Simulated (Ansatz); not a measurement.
Start from `C#CCO` and change one atom or group to get `BCC#C`.

Ansatz, PBE0-D4/def2-TZVP geometries, multiplicity 1. Each molecule was computed in one conformer, which needn't be the lowest.

| property | `C#CCO` |
| --- | --- |
| HOMO–LUMO gap (PBE/def2-TZVPP) / eV | 5.81 |
| size of the dipole moment (PBE/def2-TZVPP) / D | 1.25 |
| HOMO–LUMO gap (ωB97M-V/def2-TZVPP) / eV | 12.38 |
| HOMO energy (B3LYP/def2-TZVPP) / eV | -7.67 |
| HOMO–LUMO gap (B3LYP/def2-TZVPP) / eV | 7.71 |
| HOMO energy (PBE0/def2-TZVPP) / eV | -7.89 |

Task: Give the same properties after the change, and the shifts. (Estimate.)

Result: The calculation gave: 
```tsv
property	`BCC#C`	shift
HOMO–LUMO gap (PBE/def2-TZVPP) / eV	3.69	-2.12
size of the dipole moment (PBE/def2-TZVPP) / D	0.85	-0.40
HOMO–LUMO gap (ωB97M-V/def2-TZVPP) / eV	10.16	-2.22
HOMO energy (B3LYP/def2-TZVPP) / eV	-7.33	0.34
HOMO–LUMO gap (B3LYP/def2-TZVPP) / eV	5.47	-2.24
HOMO energy (PBE0/def2-TZVPP) / eV	-7.56	0.33
```

With PBE0 the HOMO rises by 0.33 eV and the LUMO falls by 1.95 eV, so the gap narrows by about 2.28 eV. PBE moves the HOMO by 0.13 eV and ωB97M-V by 0.37 eV. The zero-point energy changes by 11.3 kJ/mol with +3 modes. Dipoles are sizes alone; their direction can turn.

B3LYP here is the variant with VWN-RPA as its local correlation; programs differ in this.
